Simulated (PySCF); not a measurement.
# Correlation energy of Mo (molybdenum, neutral)

[Kr] 4d4 5s1 5p1, one real determinant (an excited configuration). Calculation: PySCF 2.14, in x2c-QZVPPall; the spin-free X2C one-electron Hamiltonian (Gaussian nucleus). Frozen: [Kr]; 6 electrons correlated.

MP2 pair energies summed by pair of shells (mhartree):

| pair | energy | share (%) |
| --- | --- | --- |
| 4d-4d | -36.75 | 59.5 |
| 4d-5s | -15.31 | 24.8 |
| 4d-5p | -7.72 | 12.5 |
| 5s-5p | -1.99 | 3.2 |

Total MP2 correlation energy: -61.77 mhartree.

Same-spin part -61.77 and opposite-spin part 0.00 mhartree; SCS-MP2 scales them by 1/3 and 6/5 to -20.59 mhartree.

The basis was made for the ground configuration and has no added diffuse functions, which can raise the energy of the promoted electron.

The reference is one real determinant that mixes LS terms of this configuration.
